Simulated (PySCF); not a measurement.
Computed with PBE-D3(BJ)/def2-TZVP // B3LYP-D3(BJ)/def2-TZVP (PySCF). Gas-phase values, no solvent. One relaxed conformer stands for a flexible species; it need not be the lowest. Excitations are Tamm–Dancoff values on a coarser integration grid. The basis has no diffuse functions, so Rydberg states are missing or too high.

Reference species (SMILES): `C=CC[SiH]=C` (C–C–C–Si torsion -104°, C–C–Si–C torsion -114°) (neutral, multiplicity 1).

The HOMO–LUMO gap is 3.54 eV. The brightest of the four lowest singlets (TDA) is 5.79 eV.

Changed species: `C1CC12C[SiH2]2`.

Task: Predict the effect on the HOMO–LUMO gap and brightest of the four lowest singlets (TDA).

Result: the HOMO–LUMO gap rises by 1.51 eV, to 5.05 eV; the brightest of the four lowest singlets (TDA) falls by 0.04 eV, to 5.75 eV.
